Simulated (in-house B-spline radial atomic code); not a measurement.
Multiplet parameters of the 2p4 shell in Ge24+ ([He] 2s2 2p4). Method: non-relativistic Hartree-Fock, average of configuration, point nucleus. Calculated with an all-electron radial atomic-structure program (B-spline basis).

Slater integrals: F^2 = 543295 cm⁻¹. Central-field spin-orbit parameter ζ(2p) = 182600 cm⁻¹ (bare central field on non-relativistic orbitals, without two-electron terms: too large for light atoms, too small for heavy ones).

With F₂ = F^2/25 = 21732 cm⁻¹:

Task: Where do the terms lie in LS coupling, without spin-orbit interaction?

Result: In cm⁻¹ above the Hund's-rule term:
| term | expression | energy |
| --- | --- | --- |
| 3P | 0 F₂ | 0 |
| 1D | 6 F₂ | 130391 |
| 1S | 15 F₂ | 325977 |

Task: Is LS coupling a fair picture here?

Result: Unscaled Hartree-Fock integrals overestimate measured term splittings, because correlation screens the repulsion; fits to spectra scale them down, most for low charges. Here ζ is 8.40 times F₂, so spin-orbit coupling rivals the gaps between some terms: low levels can stay fairly pure, while close terms of equal J mix strongly.
